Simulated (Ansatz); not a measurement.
Ligand exchange: HOI + C2H10OSi2 → SiH3I + C2H8O2Si

Species: HOI (hypoiodous acid) `OI`, singlet; C2H10OSi2 `CO[SiH](C)[SiH3]`, singlet; SiH3I `[SiH3]I`, singlet; C2H8O2Si `CO[SiH](C)O`, singlet. The partners trade OH for SiH3: I–OH and Si–SiH3 bonds give way to I–SiH3 and Si–OH.

Shapes, held fixed at every level: PBE0-D4/def2-TZVP. Flexible molecules stand in one conformer, not always the lowest. Programs: Ansatz 0.2.0. Electronic energies: no zero-point or thermal term.

```csv
level,kind,ΔE (kJ/mol),less CCSD(T)/def2-TZVPP
HF/def2-TZVPP,Hartree–Fock,-388.3,-39.0
PBE-D4/def2-TZVPP,GGA,-315.3,+34.0
r2SCAN-D4/def2-TZVPP,meta-GGA,-347.0,+2.3
B2PLYP/def2-TZVPP,double hybrid,-350.0,-0.7
MP2/def2-TZVPP,perturbation theory,-371.5,-22.2
CCSD/def2-TZVPP,coupled cluster or CI,-355.9,-6.6
CCSD(T)/def2-TZVPP,coupled cluster or CI,-349.3,0.0
```

The highest level, CCSD(T)/def2-TZVPP, gives ΔE = -349.3 kJ/mol; the levels span -388.3 to -315.3. The column of differences is taken from that level and isn't an error. No measured value is set beside it here. For atoms past krypton def2 sets carry core potentials with scalar relativity. Correlated rows may include outer-core shells of I, which these sets cover unevenly.
